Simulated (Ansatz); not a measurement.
Cartesian coordinates (Å):
```xyz
13

C      1.8448    -1.1193    -0.2640
In    -0.0076     0.0111    -0.0012
C     -1.9192    -1.0479    -0.0019
C      0.0667     2.1784     0.2644
H      2.0703    -1.6623     0.6562
H      1.7332    -1.8520    -1.0641
H      2.6832    -0.4626    -0.4929
H     -2.6991    -0.4563     0.4763
H     -2.2200    -1.2440    -1.0334
H     -1.8293    -2.0069     0.5089
H     -0.9277     2.6207     0.2212
H      0.5104     2.4100     1.2349
H      0.6943     2.6313    -0.5044
```
Charge 0, multiplicity 1.

Calculation: frozen-core CCSD(T)/def2-TZVPP // B3LYP-D3(BJ)/def2-TZVP run with Ansatz (a program for electronic structure).

```
Item                            Value
----------------------  -------------
HF energy               -308.07644 Ha
MP2 correlation energy    -0.84275 Ha
```

Problem. Estimate the CCSD correlation energy, the (T) correction, the total energy and the T1 diagnostic.

Solution. 
```
Quantity                         Value
-----------------------  -------------
CCSD correlation energy    -0.87917 Ha
(T) correction             -0.03168 Ha
CCSD(T) total energy     -308.98730 Ha
T1 diagnostic                    0.011
```
